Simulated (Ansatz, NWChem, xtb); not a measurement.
**Ligand exchange: BrF + NaI → IF + NaBr**

Gas-phase species: BrF (bromine fluoride), singlet; NaI (Sodium Iodide), singlet; IF (iodine monofluoride), singlet; NaBr, singlet. The partners trade Br for I: F–Br and Na–I bonds give way to F–I and Na–Br.

Shapes, held fixed at every level: PBE0-D4/def2-TZVP; IF at the measured bond length. Programs: Ansatz 0.2.0, NWChem 7.3.0, xtb 6.7.1. Electronic energies: no zero-point or thermal term.

```tsv
level	kind	ΔE (kJ/mol)
GFN2-xTB	semi-empirical	-46.5
HF/3-21G	Hartree–Fock	-37.0
r2SCAN/STO-3G	meta-GGA	+45.8
CAM-B3LYP/STO-3G	range-separated hybrid	+49.5
BCCD(T)/STO-3G	coupled cluster or CI	+47.6
CCSD(T)/STO-3G	coupled cluster or CI	+47.6
CCSD/STO-3G	coupled cluster or CI	+47.7
FCI/STO-3G	full CI, core frozen	+47.6
PBE0/def2-SVP	global hybrid	-53.6
```

PBE0/def2-SVP gives ΔE = -53.6 kJ/mol; the levels span -53.6 to +49.5. They disagree on the sign: 6 of 9 are positive. The median of the levels is +47.6. No measured value is set beside it here. For atoms past krypton def2 sets carry core potentials with scalar relativity. All-electron rows are non-relativistic unless named. Relativity is left out for Br. Outer-core shells of Br, I, Na are correlated, in sets that cover them unevenly. Rows in sets without polarisation functions are far from converged.
